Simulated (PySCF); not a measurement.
In(NHMe)(OH)2 (CH6InNO2), SMILES [OH][In]([NH]C)[OH].

The structure is a stationary point at B3LYP-D3(BJ)/def2-SVP. The structure was generated by enumeration; whether it is a known compound was not checked. The def2 effective core potentials stand for the cores of In; spin–orbit coupling is left out. One conformer was computed; it need not be the lowest.

Two levels are set side by side: TDDFT-PBE/def2-SVPD (PySCF) and TDDFT-B3LYP/def2-SVPD (PySCF). Vertical, same geometry. The lowest singlet is HOMO→LUMO 98 % with PBE and HOMO→LUMO 98 % with the other functional; states are paired by order. Differences are taken from unrounded values.

| quantity | TDDFT-PBE |
|---|---|
| lowest singlet excitation (eV) | 3.13 |
| lowest triplet excitation (TDA) (eV) | 2.71 |
| first bright state (f over 0.05) (eV) | 5.28 |
| its oscillator strength | 0.07 |

Question: These are the TDDFT-PBE values. What does TDDFT-B3LYP give? (An estimate is asked for; the answer gives what the named calculation found.)

Answer: 
```tsv
quantity	TDDFT-B3LYP	TDDFT-PBE minus TDDFT-B3LYP
lowest singlet excitation (eV)	3.62	-0.49
lowest triplet excitation (TDA) (eV)	3.13	-0.42
first bright state (f over 0.05) (eV)	5.43	-0.15
its oscillator strength	0.06	0.01
```

Functionals without exact exchange tend to place singlet excitations lower, as here. Differences between two approximate levels are no errors against the true value.

Rough cost on one machine, each run with all the roots and properties that it gave: TDDFT-B3LYP against TDDFT-PBE about 3 times.
